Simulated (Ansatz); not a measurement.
Relaxation of CH4AlBOS (9 atoms, charge 0, multiplicity 1), to a largest force component of 0.015 eV/Å in at most 40 steps.

The calculation used Ansatz 0.2.0, RKS BLYP-D4/6-31G*.

```xyz
9
Properties=species:S:1:pos:R:3:forces:R:3
B -1.079 0.537 1.312 -2.55 3.21 -0.69
C 0.276 -0.064 1.072 1.30 0.11 -0.62
O 0.531 -1.111 1.609 0.74 -2.29 1.04
S 1.561 0.768 0.028 0.07 0.09 -1.08
Al 0.847 -0.363 -1.861 0.39 0.54 0.69
H -1.407 1.616 0.771 0.32 -0.90 0.37
H -1.895 0.048 1.997 -0.22 -0.57 0.45
H -0.275 0.258 -2.773 -0.21 0.11 -0.08
H 1.529 -1.736 -2.172 0.16 -0.31 -0.08
```

**Question.** Where does it end, and by what steps?

**Answer.** The run converged. After 22 steps the energy has fallen by 1.984 eV; O3 moved furthest, 2.24 Å. Joined: O3–Al5 (3.56 → 1.93 Å).

```csv
step,energy less start (eV),largest force component (eV/Å),accepted
0,0.0000,3.205,yes
1,-0.2865,1.130,yes
2,-0.3121,1.484,yes
3,-0.3622,0.918,yes
4,-0.3943,0.677,yes
5,-0.4454,1.000,yes
6,-0.5153,1.092,yes
7,-0.6108,1.674,yes
8,-0.7371,2.053,yes
9,-0.9881,0.829,yes
10,-1.2788,0.723,yes
11,-1.5327,0.709,yes
12,-1.5991,1.101,yes
13,-1.7707,0.505,yes
14,-1.8317,0.374,yes
15,-1.8881,0.533,yes
16,-1.9396,0.225,yes
17,-1.9573,0.955,yes
18,-1.9766,0.195,yes
19,-1.9808,0.047,yes
20,-1.9799,0.204,no
21,-1.9826,0.032,yes
22,-1.9837,0.008,yes
```

```xyz
9
Properties=species:S:1:pos:R:3
B -0.975 0.680 1.672
C -0.233 0.170 0.397
O -0.561 -0.850 -0.330
S 1.179 1.091 -0.040
Al 0.869 -0.756 -1.616
H -1.809 1.534 1.566
H -0.655 0.255 2.745
H 0.346 -0.251 -3.030
H 1.927 -1.919 -1.382
```

Run time: 100 s on 1 thread of Arm Neoverse V1 (shared host), peak memory 0.18 GiB.
